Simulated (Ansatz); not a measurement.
**Nudged elastic band run: CHOSSi, charge -1**

Input file:

```yaml
crystal:
  periodic: [false, false, false]
  atoms:
    - { symbol: O, position_ang: [1.012001, 1.394413, 0.290953] }
    - { symbol: C, position_ang: [0.356122, 0.231594, 0.241873] }
    - { symbol: Si, position_ang: [-0.420227, -0.972098, -0.675099] }
    - { symbol: S, position_ang: [-1.313531, -2.755649, -0.286528] }
    - { symbol: H, position_ang: [0.365645, 2.10174, 0.428801] }
total_charge: -1
basis:
  gaussian: { orbitals: def2-SVP }
hamiltonian:
  xc: pbe0
  dispersion: d4
neb:
  order_check: false
  images: 5
  f_tol: 0.05
  max_iterations: 60
  final_atoms:
    - { symbol: O, position_ang: [1.00558202, 1.41516363, 0.19251957] }
    - { symbol: C, position_ang: [0.32303092, 0.32382576, -0.16484936] }
    - { symbol: Si, position_ang: [-0.35604603, -1.17809616, 0.25097412] }
    - { symbol: S, position_ang: [-1.3429856, -2.65905033, -0.73008817] }
    - { symbol: H, position_ang: [0.37042868, 2.09815709, 0.45144385] }
  initial_path:
    images:
      - { positions_ang: [[1.012001, 1.394413, 0.290953], [0.356122, 0.231594, 0.241873], [-0.420227, -0.972098, -0.675099], [-1.313531, -2.755649, -0.286528], [0.365645, 2.10174, 0.428801]] }
      - { positions_ang: [[0.9278904, 1.42422618, 0.15900325], [0.32589313, 0.2464807, 0.32672665], [-0.38119283, -1.02110727, -0.5652186], [-1.33584799, -2.78352013, -0.38334083], [0.4632673, 2.13392052, 0.46282953]] }
      - { positions_ang: [[0.8437798, 1.45403936, 0.02705349], [0.29566425, 0.26136741, 0.41158031], [-0.34215866, -1.07011654, -0.45533821], [-1.35816499, -2.81139126, -0.48015366], [0.56088959, 2.16610104, 0.49685807]] }
      - { positions_ang: [[0.7596692, 1.48385254, -0.10489626], [0.26543538, 0.27625411, 0.49643396], [-0.30312449, -1.11912581, -0.34545781], [-1.38048198, -2.83926239, -0.57696648], [0.65851189, 2.19828155, 0.5308866]] }
      - { positions_ang: [[0.84164014, 1.46095624, -0.00575765], [0.28463389, 0.29211133, 0.27600619], [-0.320765, -1.13878259, -0.14664717], [-1.36798319, -2.77919171, -0.62800705], [0.56248415, 2.16490673, 0.50440568]] }
      - { positions_ang: [[0.92361108, 1.43805993, 0.09338096], [0.30383241, 0.30796855, 0.05557841], [-0.33840552, -1.15843937, 0.05216347], [-1.35548439, -2.71912102, -0.67904761], [0.46645642, 2.13153191, 0.47792477]] }
      - { positions_ang: [[1.00558202, 1.41516363, 0.19251957], [0.32303092, 0.32382576, -0.16484936], [-0.35604603, -1.17809616, 0.25097412], [-1.3429856, -2.65905033, -0.73008817], [0.37042868, 2.09815709, 0.45144385]] }
```

Command:

```bash
$ ansatz run input.yaml --threads 1 --pin off --max-ram 2048MiB --backend cpu --events-out ev --progress --plain --runs-dir out
```

Output, in part (warnings, iteration lines, the closing report on the highest movable image, with atoms numbered from 0):

```
NEB end point (image 0): max|allowed force component| = 2.861e-3 eV/Å (the criterion of neb.relax_end_points is 1.000e-2)
NEB end point (image 6): max|allowed force component| = 1.154e-2 eV/Å (the criterion of neb.relax_end_points is 1.000e-2)
NEB iter   1: max|band force component| = 3.436e0 eV/Å  barrier→ = 0.6263 eV  barrier← = 0.6263 eV  Δτ_max = 0.1961 Å  (189 SCF iters)
NEB iter   2: max|band force component| = 1.665e0 eV/Å  barrier→ = 0.4789 eV  barrier← = 0.4789 eV  Δτ_max = 0.1956 Å  (172 SCF iters)
NEB iter   3: max|band force component| = 7.501e-1 eV/Å  barrier→ = 0.3519 eV  barrier← = 0.3519 eV  Δτ_max = 0.1923 Å  (173 SCF iters)
NEB iter   4: max|band force component| = 1.771e0 eV/Å  barrier→ = 0.3643 eV  barrier← = 0.3643 eV  Δτ_max = 0.0995 Å  (170 SCF iters)
NEB iter   5: max|band force component| = 9.270e-1 eV/Å  barrier→ = 0.2780 eV  barrier← = 0.2780 eV  Δτ_max = 0.0740 Å  (163 SCF iters)
NEB iter   6: max|band force component| = 3.206e-1 eV/Å  barrier→ = 0.2685 eV  barrier← = 0.2684 eV  CI = image 3  Δτ_max = 0.0227 Å  (160 SCF iters)
NEB iter   7: max|band force component| = 1.156e-1 eV/Å  barrier→ = 0.2656 eV  barrier← = 0.2655 eV  CI = image 3  Δτ_max = 0.0280 Å  (161 SCF iters)
NEB iter   8: max|band force component| = 1.310e-1 eV/Å  barrier→ = 0.2641 eV  barrier← = 0.2641 eV  CI = image 3  Δτ_max = 0.0100 Å  (164 SCF iters)
NEB iter   9: max|band force component| = 6.660e-2 eV/Å  barrier→ = 0.2641 eV  barrier← = 0.2641 eV  CI = image 3  Δτ_max = 0.0034 Å  (150 SCF iters)
NEB iter  10: max|band force component| = 1.578e-2 eV/Å  barrier→ = 0.2640 eV  barrier← = 0.2640 eV  CI = image 3  Δτ_max = 0.0000 Å  (278 SCF iters)
Total energy: -21792.86146687 eV, -800.8728871753 hartree
Atom 0 at     0.980416     1.443596     0.116515 Å, force     0.004289     0.008591     0.003157 eV/Å
Atom 1 at     0.123386     0.382917     0.092188 Å, force    -0.000197     0.002651    -0.001353 eV/Å
Atom 2 at    -0.204973    -1.171096    -0.352867 Å, force    -0.005091    -0.007400    -0.001625 eV/Å
Atom 3 at    -1.406506    -2.793275    -0.441845 Å, force     0.000618    -0.001489     0.000492 eV/Å
Atom 4 at     0.507687     2.137858     0.586009 Å, force     0.000381    -0.002353    -0.000670 eV/Å
Dipole moment:     0.158644     0.573806     0.147205 e Å
```

The run converged. A vibrational analysis at the climbing image gives one clearly imaginary mode, 397i cm⁻¹: a first-order saddle point. Limits of this set-up: an anion without diffuse functions, the dipole of an ion depends on the origin.

Final band (atoms are numbered from 1 in the order of the input):

| image | path coordinate (Å) | energy (eV) | dihedral H5–O1–C2–Si3 (°) |
| --- | --- | --- | --- |
| 0 | 0.00 | 0.000 | 92 |
| 1 | 0.22 | 0.050 | 123 |
| 2 | 0.44 | 0.187 | 151 |
| 3 | 0.66 | 0.264 | 180 |
| 4 | 0.88 | 0.188 | -152 |
| 5 | 1.10 | 0.052 | -124 |
| 6 | 1.32 | 0.000 | -93 |

Time of the run: 110 s on 1 thread of Arm Neoverse V1 (shared host), peak memory 0.13 GiB.
